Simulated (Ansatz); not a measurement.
Steps of a relaxation of C₂H₆SiZn (`C1[CH2][Zn][SiH2]1`) with RKS PBE0-D4/def2-TZVP.

```sh
$ ansatz run in.yaml --threads 4 --pin off --events-out ev --progress --plain --max-ram 10444MiB
```

```yaml
crystal:
  periodic: [false, false, false]
  atoms:
    - {symbol: C, position_ang: [-0.443994, 0.208561, -0.374820]}
    - {symbol: C, position_ang: [-0.751548, -1.253601, -0.008484]}
    - {symbol: Zn, position_ang: [1.217541, -1.489074, 0.454388]}
    - {symbol: Si, position_ang: [1.277689, 0.895998, 0.329374]}
    - {symbol: H, position_ang: [-0.376770, 0.336008, -1.476151]}
    - {symbol: H, position_ang: [-1.221584, 0.910562, 0.005165]}
    - {symbol: H, position_ang: [-1.203157, -1.855617, -0.818626]}
    - {symbol: H, position_ang: [-1.352456, -1.359726, 0.916913]}
    - {symbol: H, position_ang: [1.028955, 1.674490, 1.605705]}
    - {symbol: H, position_ang: [1.908324, 1.881299, -0.630465]}
basis:
  gaussian: {orbitals: def2-TZVP}
hamiltonian: {xc: pbe0, dispersion: d4}
relax: {f_tol: 0.005, max_steps: 150}
```

Positions (Å) and forces (eV/Å) along the path, 12 of 12 steps:

```xyz
10
step=1 energy=-58456.0579 eV
C    -0.444    0.209   -0.375   -0.168    0.365   -0.143
C    -0.752   -1.254   -0.008   -0.303   -0.148    0.006
Zn    1.218   -1.489    0.454   -0.050    0.027   -0.006
Si    1.278    0.896    0.329   -0.306    0.196   -0.062
H    -0.377    0.336   -1.476   -0.047   -0.082    0.537
H    -1.222    0.911    0.005    0.349   -0.359   -0.199
H    -1.203   -1.856   -0.819    0.248    0.347    0.434
H    -1.352   -1.360    0.917    0.295    0.075   -0.501
H     1.029    1.674    1.606    0.080   -0.176   -0.263
H     1.908    1.881   -0.630   -0.098   -0.245    0.196
10
step=2 energy=-58456.0919 eV
C    -0.455    0.219   -0.370    0.095    0.147   -0.018
C    -0.737   -1.243   -0.008   -0.167   -0.107    0.008
Zn    1.223   -1.485    0.462   -0.034    0.028   -0.004
Si    1.257    0.893    0.327   -0.151    0.069   -0.058
H    -0.391    0.342   -1.460   -0.011   -0.014    0.154
H    -1.237    0.901    0.003    0.120   -0.122   -0.046
H    -1.176   -1.836   -0.813    0.056    0.088    0.112
H    -1.343   -1.350    0.898    0.084    0.002   -0.135
H     1.031    1.664    1.595    0.032   -0.032   -0.075
H     1.910    1.844   -0.630   -0.024   -0.058    0.062
10
step=3 energy=-58456.0960 eV
C    -0.450    0.217   -0.363    0.046    0.051    0.008
C    -0.741   -1.246   -0.011    0.030   -0.028    0.018
Zn    1.217   -1.480    0.467    0.000   -0.001    0.004
Si    1.249    0.898    0.324   -0.015   -0.033    0.014
H    -0.389    0.344   -1.446   -0.008    0.003   -0.032
H    -1.229    0.890    0.012   -0.032    0.017    0.015
H    -1.175   -1.830   -0.819    0.000   -0.007   -0.029
H    -1.348   -1.359    0.887   -0.013    0.001    0.017
H     1.037    1.677    1.582   -0.005    0.005    0.008
H     1.912    1.836   -0.630   -0.005   -0.009   -0.023
10
step=4 energy=-58456.0965 eV
C    -0.450    0.220   -0.359    0.020    0.025    0.001
C    -0.738   -1.245   -0.012    0.006   -0.031    0.006
Zn    1.218   -1.481    0.472   -0.004    0.000    0.004
Si    1.248    0.897    0.327   -0.001   -0.005    0.004
H    -0.391    0.350   -1.444   -0.005    0.003   -0.012
H    -1.231    0.890    0.018   -0.014    0.005    0.009
H    -1.168   -1.827   -0.824   -0.002   -0.006   -0.014
H    -1.350   -1.361    0.883   -0.010   -0.001    0.007
H     1.036    1.682    1.581    0.005    0.009    0.001
H     1.909    1.825   -0.638    0.005    0.001   -0.006
10
step=5 energy=-58456.0970 eV
C    -0.451    0.222   -0.353   -0.021    0.003   -0.008
C    -0.737   -1.248   -0.016   -0.005   -0.018    0.001
Zn    1.216   -1.480    0.481   -0.008    0.001    0.003
Si    1.247    0.897    0.330    0.021    0.016    0.001
H    -0.397    0.359   -1.437   -0.002    0.003    0.010
H    -1.235    0.887    0.031    0.010   -0.009    0.001
H    -1.158   -1.826   -0.835    0.003    0.003    0.005
H    -1.356   -1.370    0.874   -0.002   -0.001   -0.010
H     1.041    1.699    1.576    0.003    0.002   -0.006
H     1.914    1.809   -0.647    0.001    0.000    0.004
10
step=6 energy=-58456.0957 eV rejected
C    -0.452    0.219   -0.348   -0.063    0.021   -0.009
C    -0.741   -1.253   -0.020    0.035    0.032    0.061
Zn    1.200   -1.472    0.516    0.049   -0.014   -0.022
Si    1.251    0.902    0.321    0.054   -0.053    0.027
H    -0.417    0.370   -1.431    0.011    0.002    0.007
H    -1.220    0.888    0.058   -0.040   -0.025   -0.005
H    -1.128   -1.839   -0.850   -0.005    0.020   -0.032
H    -1.386   -1.383    0.850   -0.010    0.015   -0.004
H     1.065    1.704    1.569   -0.036    0.019   -0.018
H     1.911    1.813   -0.661    0.005   -0.017   -0.005
10
step=7 energy=-58456.0975 eV
C    -0.453    0.222   -0.347   -0.023   -0.004   -0.011
C    -0.737   -1.251   -0.018    0.005    0.008    0.007
Zn    1.211   -1.478    0.493    0.000    0.000    0.003
Si    1.250    0.898    0.330    0.005    0.009    0.006
H    -0.407    0.368   -1.430    0.000    0.000    0.004
H    -1.232    0.884    0.048    0.005   -0.007    0.003
H    -1.145   -1.827   -0.846    0.003    0.001   -0.004
H    -1.368   -1.379    0.862   -0.001   -0.001   -0.005
H     1.045    1.714    1.566    0.004   -0.001    0.000
H     1.919    1.800   -0.654    0.002   -0.005   -0.002
10
step=8 energy=-58456.0979 eV
C    -0.459    0.224   -0.332   -0.023   -0.003   -0.010
C    -0.736   -1.257   -0.026   -0.016    0.014    0.013
Zn    1.202   -1.472    0.525    0.007    0.000   -0.003
Si    1.251    0.902    0.332    0.014   -0.012    0.007
H    -0.431    0.391   -1.413    0.003    0.000    0.012
H    -1.236    0.875    0.088    0.009   -0.009   -0.002
H    -1.109   -1.829   -0.873    0.010    0.013    0.014
H    -1.395   -1.402    0.831    0.015    0.003   -0.024
H     1.062    1.750    1.549   -0.005    0.000   -0.016
H     1.934    1.767   -0.677   -0.013   -0.006    0.009
10
step=9 energy=-58456.0980 eV
C    -0.459    0.224   -0.329   -0.016   -0.008   -0.007
C    -0.735   -1.257   -0.028   -0.020    0.011    0.007
Zn    1.200   -1.473    0.531    0.006    0.000   -0.002
Si    1.253    0.899    0.333    0.000    0.013    0.000
H    -0.435    0.396   -1.409    0.002   -0.001    0.011
H    -1.234    0.873    0.097    0.006   -0.007   -0.002
H    -1.102   -1.828   -0.879    0.009    0.009    0.013
H    -1.400   -1.406    0.824    0.014    0.002   -0.019
H     1.063    1.760    1.542   -0.002   -0.008   -0.004
H     1.933    1.762   -0.680    0.000   -0.010    0.003
10
step=10 energy=-58456.0981 eV
C    -0.460    0.225   -0.328   -0.005   -0.002   -0.004
C    -0.735   -1.257   -0.028   -0.012    0.003    0.003
Zn    1.200   -1.473    0.532    0.004    0.000    0.002
Si    1.252    0.899    0.333   -0.001    0.005    0.003
H    -0.437    0.398   -1.408    0.000   -0.002    0.005
H    -1.233    0.873    0.101    0.001   -0.004   -0.001
H    -1.099   -1.828   -0.880    0.004    0.006    0.005
H    -1.401   -1.408    0.822    0.007    0.002   -0.009
H     1.061    1.762    1.540    0.002   -0.004   -0.003
H     1.935    1.758   -0.682   -0.001   -0.003    0.001
10
step=11 energy=-58456.0981 eV
C    -0.461    0.225   -0.326    0.002    0.001    0.000
C    -0.735   -1.257   -0.029   -0.006   -0.002    0.000
Zn    1.199   -1.472    0.535    0.002    0.000    0.000
Si    1.252    0.900    0.333   -0.001    0.001    0.001
H    -0.439    0.400   -1.406    0.000    0.000    0.001
H    -1.234    0.872    0.104   -0.001   -0.001    0.000
H    -1.095   -1.827   -0.882    0.001    0.001    0.000
H    -1.403   -1.410    0.819    0.002    0.001   -0.001
H     1.063    1.765    1.538    0.001   -0.001   -0.002
H     1.936    1.754   -0.684    0.000    0.000    0.000
10
step=12 energy=-58456.0981 eV
C    -0.462    0.225   -0.325    0.001    0.002    0.001
C    -0.735   -1.257   -0.029   -0.002   -0.002   -0.001
Zn    1.199   -1.472    0.537    0.001    0.000    0.001
Si    1.252    0.900    0.334    0.000    0.000    0.000
H    -0.440    0.401   -1.405    0.000    0.000    0.000
H    -1.234    0.871    0.106    0.000    0.000    0.000
H    -1.093   -1.827   -0.884    0.001    0.000    0.000
H    -1.405   -1.411    0.817    0.001    0.000    0.000
H     1.064    1.767    1.537    0.000   -0.001   -0.001
H     1.937    1.752   -0.685    0.000    0.000    0.000
```

Run time 52 s (4 threads of an Arm Neoverse V1 on a shared host); peak host memory 0.53 GiB.
